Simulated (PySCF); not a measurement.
A grid of diatomics: group 1 with group 12

r²SCAN in PySCF with def2-SVP on every atom (core potentials on Rb, Cd, Cs, Hg), for the lowest determinant that a PBE0 search found; no spin–orbit coupling. The table gives the well depth De in eV; every molecule is a doublet. De refers to ground-configuration atoms.

```tsv
	Zn	Cd	Hg
Li	–	0.24	0.15
Na	–	0.18	0.12
K	0.15	0.13	0.08
Rb	0.09	0.10	0.07
Cs	0.10	?	0.07
```

(1) Estimate the missing entry, CsCd, from three neighbours as CsHg + RbCd − RbHg, and compare with the calculation.

Weak bonds: CsCd, CsHg, CsZn, KCd, KHg, KZn, LiCd, LiHg. Basis-set superposition, not corrected here, can be much of De in a small basis, most of all at correlated wavefunction levels. Functionals without a dispersion term scatter widely for such bonds, and LDA overbinds them. Spin–orbit coupling is left out. States were picked by a PBE0 search and need not be the measured ground states.

## Answers

(1) 0.07 + 0.1 − 0.07 = 0.10 eV. r²SCAN/def2-SVP gives 0.10 eV, so the estimate is off by +0.0 %.
